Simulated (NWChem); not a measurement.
Species: CH4AlO cation; SMILES [CH3][Al+][OH]

```xyz
7

Al     0.0169    -0.0757    -0.0043
C      0.0173     1.8272    -0.0089
H     -0.2026     2.1961     1.0058
H     -0.7526     2.1934    -0.7066
H      1.0053     2.1965    -0.3272
O      0.0112    -1.6863     0.0035
H      0.0226    -2.6424     0.0015
```
Atoms are numbered in this order, from 1.

All runs: NWChem. Geometry: optimised at PBE0/def2-SVP. Static field.

| level | isotropic polarisability (bohr³) | anisotropy (bohr³) |
|---|---|---|
| PBE/def2-SVPD | … | … |
| B3LYP/def2-SVPD | 35.0 | 17.7 |
| CAM-B3LYP/def2-SVPD | 34.2 | 16.8 |
| LC-BLYP (range parameter 0.33 per bohr)/def2-SVPD | 34.6 | 17.0 |

Question: Complete the blanks.

Answer: 
- PBE/def2-SVPD, isotropic polarisability (bohr³): 36.5
- PBE/def2-SVPD, anisotropy (bohr³): 18.7
